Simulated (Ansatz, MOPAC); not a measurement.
System: BIF (charge 0, doublet). SMILES: F[B]I

Atoms: B1, F2, I3. Bonds: B1-F2, B1-I3.

Bond lengths (Å) and angles (degrees) optimised at AM1 with MOPAC; PM6 with MOPAC; MNDO with MOPAC; HF/3-21G with Ansatz (a first-principles code); B3LYP/6-31G* with LANL2DZ past Ar with Ansatz; MP2/6-31G* with LANL2DZ past Ar with Ansatz, each started from the B3LYP-D3(BJ)/def2-TZVP structure (Ansatz) of the last column. A row stands for all coordinates that are equal there. 6-31G* holds six Cartesian d functions. No wavenumbers were computed at MNDO, MP2/6-31G* with LANL2DZ past Ar, so these may be saddle points.

| coordinate | AM1 | PM6 | MNDO | HF/3-21G | B3LYP/6-31G* with LANL2DZ past Ar | MP2/6-31G* with LANL2DZ past Ar | B3LYP-D3(BJ)/def2-TZVP |
|---|---|---|---|---|---|---|---|
| B1-F2 | 1.271 | 1.272 | 1.261 | 1.322 | 1.297 | 1.311 | 1.296 |
| B1-I3 | 2.028 | 2.048 | 2.050 | 2.222 | 2.181 | 2.137 | 2.153 |
| F2-B1-I3 | 164.3 | 180.0 | 151.7 | 124.1 | 123.0 | 123.5 | 123.7 |

Mean signed difference of all 2 bond lengths from B3LYP-D3(BJ)/def2-TZVP: AM1 -0.075 Å, PM6 -0.064 Å, MNDO -0.069 Å, HF/3-21G 0.048 Å, B3LYP/6-31G* with LANL2DZ past Ar 0.015 Å, MP2/6-31G* with LANL2DZ past Ar 0.000 Å.
